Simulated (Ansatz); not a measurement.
```xyz
7

N    -1.912   -0.552    0.052
Zn   -0.165   -0.090   -0.062
B     1.829    0.376   -0.111
F     2.630    0.082   -1.118
Cl    2.596    1.233    1.233
H    -2.536   -0.165    0.742
H    -2.443   -0.884   -0.737
```

The species carries charge 0 and has multiplicity 1.

(1) List the PBE0/def2-TZVPP orbital energies in eV (Ansatz 0.2.0). (An estimate is asked.)

## Answers

(1) Ansatz gave: Occupied: -9459.10, -2767.60, -1152.67, -1015.01, -1015.00, -1014.93, -674.68, -390.39, -259.46, -197.72, -197.63, -197.59, -187.33, -133.40, -89.24, -89.18, -89.06, -34.39, -23.52, -22.71, -16.03, -14.93, -14.66, -14.47, -14.47, -14.44, -13.66, -13.41, -12.68, -12.48, -10.38, -9.83, -9.64, -7.98, -6.85. Lowest empty: -1.64, -0.47, 0.06, 1.27, 1.54, 2.28, 2.89, 3.50.
